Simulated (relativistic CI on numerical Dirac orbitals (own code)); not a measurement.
## Ce3+: M4,5 absorption edge

Computed with this model: Dirac-Coulomb-Breit CI, orbitals from a KLI potential per configuration, model QED (radiative potential, 1s self-energy scaled to tabulated hydrogen-like ionisation energies), valence Slater integrals scaled by 0.9, multiplet model of core-to-valence dipole absorption; configurations [Xe] 4f → [Ar] 3d9 4s2 4p6 4d10 4f2 5s2 5p6; 300 K; Lorentzian 0.6 eV and Gaussian 0.4 eV FWHM. Energies are those of the free ion, without screening or charge transfer. The branching ratio is the share of the lower-energy edge in the whole absorption, uncertain by about 0.02 where the edges overlap. S is read from ⟨S²⟩ = S(S + 1).

Computed curve for free ion, scaled to 100 at the maximum (points under 2 are left out and the grid is thinned):

```json
{"Energy (eV)": "879.6", "Intensity": "2.2"}
{"Energy (eV)": "880.1", "Intensity": "3.0"}
{"Energy (eV)": "880.5", "Intensity": "2.6"}
{"Energy (eV)": "881.0", "Intensity": "2.6"}
{"Energy (eV)": "881.4", "Intensity": "4.1"}
{"Energy (eV)": "881.9", "Intensity": "6.2"}
{"Energy (eV)": "882.3", "Intensity": "7.3"}
{"Energy (eV)": "882.8", "Intensity": "10.3"}
{"Energy (eV)": "883.2", "Intensity": "23.2"}
{"Energy (eV)": "883.7", "Intensity": "46.6"}
{"Energy (eV)": "884.1", "Intensity": "45.8"}
{"Energy (eV)": "884.6", "Intensity": "46.5"}
{"Energy (eV)": "885.0", "Intensity": "80.6"}
{"Energy (eV)": "885.5", "Intensity": "58.0"}
{"Energy (eV)": "885.9", "Intensity": "21.2"}
{"Energy (eV)": "886.4", "Intensity": "8.0"}
{"Energy (eV)": "886.8", "Intensity": "4.9"}
{"Energy (eV)": "887.3", "Intensity": "3.5"}
{"Energy (eV)": "887.7", "Intensity": "2.6"}
{"Energy (eV)": "897.6", "Intensity": "2.7"}
{"Energy (eV)": "898.0", "Intensity": "4.7"}
{"Energy (eV)": "898.5", "Intensity": "9.6"}
{"Energy (eV)": "898.9", "Intensity": "14.1"}
{"Energy (eV)": "899.4", "Intensity": "10.9"}
{"Energy (eV)": "899.8", "Intensity": "12.6"}
{"Energy (eV)": "900.3", "Intensity": "30.7"}
{"Energy (eV)": "900.7", "Intensity": "39.5"}
{"Energy (eV)": "901.2", "Intensity": "21.0"}
{"Energy (eV)": "901.6", "Intensity": "21.5"}
{"Energy (eV)": "902.1", "Intensity": "47.3"}
{"Energy (eV)": "902.5", "Intensity": "97.0"}
{"Energy (eV)": "903.0", "Intensity": "74.6"}
{"Energy (eV)": "903.4", "Intensity": "37.1"}
{"Energy (eV)": "903.9", "Intensity": "13.7"}
{"Energy (eV)": "904.3", "Intensity": "7.1"}
{"Energy (eV)": "904.8", "Intensity": "4.4"}
{"Energy (eV)": "905.2", "Intensity": "4.3"}
{"Energy (eV)": "905.7", "Intensity": "7.2"}
{"Energy (eV)": "906.1", "Intensity": "4.9"}
{"Energy (eV)": "906.6", "Intensity": "2.0"}
```

The ground state has S = 0.50, and the centroid lies at 894.08 eV.
